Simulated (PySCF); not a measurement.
C4H5FO. Atoms are numbered in the order given.

```xyz
11

F      0.0126    -2.1157     0.0000
C     -0.0369    -0.7748     0.0000
C     -1.1403    -0.0006     0.0000
O     -0.8704     1.3410     0.0000
C      0.5785     1.4876     0.0000
C      1.2073     0.0696     0.0000
H     -2.1998    -0.2842     0.0000
H      0.8575     2.0766     0.8978
H      0.8575     2.0766    -0.8978
H      1.8416    -0.1230     0.8931
H      1.8416    -0.1230    -0.8931
```
Charge 0, spin multiplicity 1.

Geometry optimised at PBE-D3(BJ)/def2-SVP. A frequency run showed that this geometry is not a minimum. Other conformers were not sampled.

Calculation: PySCF with KT2/pcSseg-1.

GIAO shieldings, no solvent; atoms alike by connectivity are averaged. δ = σ(ref) − σ: ¹⁹F against CFCl3 (σ = 127.1 ppm); ¹³C against TMS (σ = 185.1 ppm); ¹⁷O against H2O (σ = 330.4 ppm); ¹H against TMS (σ = 31.47 ppm), references at their B3LYP-D3(BJ)/def2-TZVP geometries, non-relativistic.

Computed chemical shifts:
```
nucleus     atoms  count  δ (ppm)
-------  --------  -----  -------
¹⁹F            F1      1   -218.8
¹³C            C2      1    151.0
¹³C            C3      1    129.4
¹³C            C5      1     74.6
¹³C            C6      1     35.2
¹⁷O            O4      1     82.5
¹H             H7      1     6.72
¹H         H8, H9      2     4.89
¹H       H10, H11      2     3.49
```
